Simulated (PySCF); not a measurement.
## Electron correlation in Si (silicon, neutral)

[Ne] 3s2 3p1 3d1, one real determinant (an excited configuration). All numbers are calculated (PySCF 2.14, the non-relativistic Hamiltonian (point nucleus), in aug-cc-pwCVTZ (8s7p5d3f, 75 functions)). Frozen: 1s2; 12 electrons correlated.

```json
{"level": "CCSD", "correlation energy (mhartree)": "-347.57"}
{"level": "(T)", "correlation energy (mhartree)": "-26.33"}
{"level": "CCSD(T)", "correlation energy (mhartree)": "-373.90"}
```

Diagnostics: T1 = 0.040, D1 = 0.1944, largest double amplitude 0.491.

The real determinant used has ⟨L²⟩ near 8 against 12 for a pure F term, so it mixes terms. The outer electron is Rydberg-like, and this basis confines it to a smaller radius and binds it less than a complete one would. T1 exceeds 0.03, a sign that the reference determinant is poor. A double-excitation amplitude exceeds 0.15, a sign of near-degeneracy.

Cost of the coupled-cluster step: of the order of 30 core-seconds, for 12 correlated electrons.

The reference is one real determinant that mixes LS terms of this configuration.
